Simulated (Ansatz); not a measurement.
Ansatz (a quantum-chemistry and plane-wave program) input (CCSD(T)/def2-SVPD):

Ansatz 0.2 input:
```yaml
crystal:
  periodic: [false, false, false]
  atoms:
    - {symbol: Ca, position_ang: [-0.21082395, 0.26719848, 0.34195618]}
    - {symbol: F, position_ang: [0.02685121, 1.03586140, -1.54920287]}
    - {symbol: F, position_ang: [0.44164646, -1.62963580, 0.78930026]}
basis:
  gaussian:
    orbitals: def2-SVPD
total_charge: -1
magnetization: {spin_polarized: true, initial_magnetization: 1}
correlation: {method: ccsd_t, electrons: outside_noble_gas}
output: {forces: true}
```

End of the output:

```
integrals: 0.09 GiB planned
751 factors; integrals over basis functions are off by at most 4.4e-4 eV
mean field: 0.21 GiB planned
mean field evaluation 1: about -23824.7751 eV, gradient 7.4e0 eV
mean field evaluation 2: about -23824.7883 eV, gradient 7.4e0 eV
mean field evaluation 4: about -23825.6420 eV, gradient 1.7e0 eV
mean field evaluation 8: about -23825.7281 eV, gradient 3.3e-3 eV
mean field evaluation 16: about -23825.7063 eV, gradient 2.7e-1 eV
mean field evaluation 32: about -23823.6790 eV, gradient 4.3e-1 eV
mean field -23825.72811001 eV, -875.5793583844 hartree, gradient 9.4e-6 eV, S^2 0.750118; 2 other end points of the search recorded, 0 dependent functions left out
determinant -23825.72811001 eV, -875.5793583844 hartree, with singles and doubles -23837.69991802 eV, -876.0193142138 hartree
determinant -23824.29371128 eV, -875.5266452034 hartree, with singles and doubles -23836.26777762 eV, -875.9666840250 hartree
determinant -23823.68453906 eV, -875.5042585372 hartree, with singles and doubles -23835.69841274 eV, -875.9457602516 hartree
11 core orbitals not correlated, not the lowest: weight in the atoms' cores, before any rotation towards them, 0.814 or more for the frozen orbitals, at most 0.181 for the correlated occupied ones
reference -23825.72811001 eV, -875.5793583844 hartree; 9, 8 occupied and 53, 54 virtual orbitals, 751 factors
densities: 0.40 GiB planned
second order -12.00942056 eV of doubles, -0.00000000 eV of singles
coupled cluster: 0.30 GiB planned
cycle   1  -11.97286728 eV  change   -1.1e-3 eV  update   8.5e-4
cycle   2  -11.97248541 eV  change    3.8e-4 eV  update   5.5e-4
cycle   3  -11.97229222 eV  change    1.9e-4 eV  update   3.2e-4
cycle   4  -11.97242239 eV  change   -1.3e-4 eV  update   5.7e-5
cycle   5  -11.97251037 eV  change   -8.8e-5 eV  update   2.7e-5
cycle   6  -11.97251710 eV  change   -6.7e-6 eV  update   7.8e-6
cycle   7  -11.97251637 eV  change    7.3e-7 eV  update   2.1e-6
cycle   8  -11.97251669 eV  change   -3.2e-7 eV  update   1.1e-6
perturbative correction -0.25715036 eV, -0.0094501014 hartree
the calculation of the forces begins
mean field evaluation 64: about -23825.7088 eV, gradient 9.5e-2 eV
Total energy: -23837.95777706 eV, -876.0287903589 hartree
Atom 0 at    -0.210824     0.267198     0.341956 Å, force    -0.278655     0.353167     0.451978 eV/Å
Atom 1 at     0.026851     1.035861    -1.549203 Å, force     0.073633     0.245569    -0.596353 eV/Å
Atom 2 at     0.441646    -1.629636     0.789300 Å, force     0.205021    -0.598736     0.144375 eV/Å
Dipole moment:     0.207292    -0.262722    -0.336227 e Å
```
